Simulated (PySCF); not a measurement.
## Assigning NMR signals

Geometry (Å), atoms numbered from 1 in this order:
```xyz
21

C     0.5568   -1.7946   -2.2779
C     0.3554   -0.8149   -1.6193
C     0.1113    0.3667   -0.8138
C     0.6250    1.6108   -1.5495
C     0.8175    0.2151    0.4477
C     1.4135    0.0940    1.4812
C     2.1301   -0.0473    2.7315
Si   -1.7858    0.4936   -0.4579
C    -2.3403   -1.0769    0.4416
H     0.7400   -2.6485   -2.8590
H     1.6944    1.5247   -1.7399
H     0.4522    2.5002   -0.9471
H     0.1110    1.7260   -2.5017
H     1.4622   -0.4232    3.5072
H     2.9586   -0.7457    2.6106
H     2.5268    0.9184    3.0459
H    -2.4721    0.6365   -1.7487
H    -2.0043    1.6876    0.3691
H    -3.4027   -1.0450    0.6606
H    -1.8089   -1.2007    1.3808
H    -2.1497   -1.9597   -0.1620
```

[PySCF 2.14: GFN2-xTB geometry; σ from GIAO-PBE0/pcSseg-1; single conformer; non-relativistic; equivalent nuclei averaged; no solvent model]

References, each an isolated molecule treated in the same way: ¹³C, ¹H vs TMS.

Question: Assign these signals to the numbered atoms. ¹³C{¹H} NMR (computed): δ 91.4 (C), 86.9 (C), 84.9 (C), 75.9 (CH), 28.0 (CH3), 15.0 (C), 5.0 (CH3), -8.0 (CH3).

Answer: 
```tsv
δ (ppm)	atoms	environment	reason
91.4	C2	alkyne carbon	sp carbons lie upfield of alkene carbons because the cylindrical π system leaves one tensor component strongly shielded
86.9	C5	alkyne carbon	–
84.9	C6	alkyne carbon	–
75.9	C1	terminal alkyne carbon	sp carbons lie upfield of alkene carbons because the cylindrical π system leaves one tensor component strongly shielded
28.0	C4	methyl carbon	saturated and bonded to C and H only
15.0	C3	propargylic fully substituted sp3 carbon bonded to Si	–
5.0	C7	propargylic methyl carbon	a saturated carbon with 1 carbon neighbour and no heteroatom attached
-8.0	C9	methyl carbon bonded to Si	an electropositive neighbour leaves it electron-rich and shielded
```

Question: Assign these signals to the numbered atoms. ¹H NMR (300 MHz, computed): δ 4.22 (m, 1H), 4.18 (m, 1H), 2.04 (s, 3H), 1.70 (s, 1H), 1.58 (s, 3H), 0.45 (m, 3H).

Answer: 
4.22 → H17, hydrogen on a silicon bonded to 2 C
4.18 → H18, hydrogen on a silicon bonded to 2 C
2.04 → H14/H15/H16, hydrogen on a propargylic methyl carbon
1.70 → H10, hydrogen on a terminal alkyne carbon: it lies on the axis of the triple bond, in its shielding cone
1.58 → H11/H12/H13, hydrogen on a methyl carbon
0.45 → H19/H20/H21, hydrogen on a methyl carbon bonded to Si: an electropositive neighbour shields it, as in TMS itself

H17 and H18; H10 and H11/H12/H13 lie closer than the usual error of such a calculation, so a measured spectrum could show them in the other order.

Shifts are as computed. Against solution values, carbons near 30 ppm lie about +3 ppm off and those near 130 ppm about +5 ppm. Of 1211 compounds with measured shifts, 218 miss one by over three times the rms of a fit or turn the order of signals round; such compounds aren't used in these exercises. No couplings were computed; multiplicities are counted from neighbouring protons, with m where these are inequivalent, close in shift, in a saturated or five-membered ring or joined by F or P, and br s for small geminal =CH2 splittings.
